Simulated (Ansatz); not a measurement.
# One elementary step

Start structure (BH3BrO2F, closed shell), relaxed at PBE0-D4/def2-TZVP:

```xyz
8
angstrom
B -0.1528 -0.6470 0.5430
Br 1.5293 -0.4046 -0.4695
O -1.1630 -1.3409 0.0000
O -0.2682 -0.1302 1.7747
H 0.5662 1.5682 -1.4100
F -0.0130 2.2601 -1.6289
H -0.9975 -1.6640 -0.8876
H 0.4989 0.3586 2.0786
```

The step: BH₂BrO₂ ([OH][B]([OH])[Br]) + HF → BH₂O₂F ([OH][B]([OH])[F]) + HBr; bonds formed: B1–F6, Br2–H5; bonds broken: B1–Br2, H5–F6. Computed with Ansatz 0.2.0 (basis: def2-TZVPP and def2-QZVPP); correlated methods freeze the cores. Filled d shells of the heavier atoms are correlated. The def2 sets are not built for correlating such inner shells, so the correlated values are less sure here. Extrapolation: Hartree–Fock as exp(−7.88 √X), correlation as X^−2.97. Energies below are by CCSD(T) at an estimated basis limit (MP2 extrapolated from triple and quadruple zeta, plus CCSD(T) − MP2 in triple zeta).

Problem. What are the electronic barrier and the energy of the step, from the start structure to the end structure? (To be estimated.)

Solution. Computed: Barrier 97.6 kJ/mol; step energy -60.9 kJ/mol (downhill); reverse barrier, their difference, 158.5 kJ/mol. Barrier and step energy count from the start structure, the reverse barrier from the end structure.

The saddle point: One imaginary mode of 559i cm⁻¹.
```csv
pair,start (Å),saddle (Å),end (Å)
B1–F6,3.63,1.64,1.35
Br2–H5,2.39,1.78,1.42
B1–Br2,1.98,2.37,3.96
H5–F6,0.93,1.07,2.29
```

Zero-point energy (harmonic, PBE0-D4): ZPE is 120.8 kJ/mol at the start and 112.7 kJ/mol at the saddle, so the barrier goes from 97.6 to 89.6 kJ/mol.

No T1 diagnostic of these runs exceeds 0.011.

Labels in which every atom is bracketed show which atoms are joined, not bond orders.

For scale, one of the runs: CCSD(T)/def2-TZVPP, 214 basis functions, launched by `ansatz run in.yaml --threads 8 --pin off --events-out ev --progress --plain --max-ram 19148MiB`. Hardware: 8 CPU threads of an Intel Xeon Platinum 8375C, shared host. Wall time 60 s; peak host memory 3.5 GiB.
